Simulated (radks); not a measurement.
The numbers below are computed, except where a source is named.
Task: Ionisation of the strontium ion Sr+, [Kr] 5s1, to Sr2+, [Kr], under several functionals. Dirac Kohn-Sham, spin-unpolarised, spherical densities, finite nucleus; a radial shooting solver on a logarithmic mesh with Libxc functionals. Known Delta-SCF values: BLYP 11.125 eV. What does Wu-Cohen GGA give, and what is its highest occupied eigenvalue?

Result: 10.838 eV by Delta-SCF; the 5s1/2 eigenvalue is -8.288 eV. NIST: 11.030 eV (measured).

Beside tabulated values, note that spin-unpolarised runs miss the spin-polarisation part of the exchange energy of open shells.
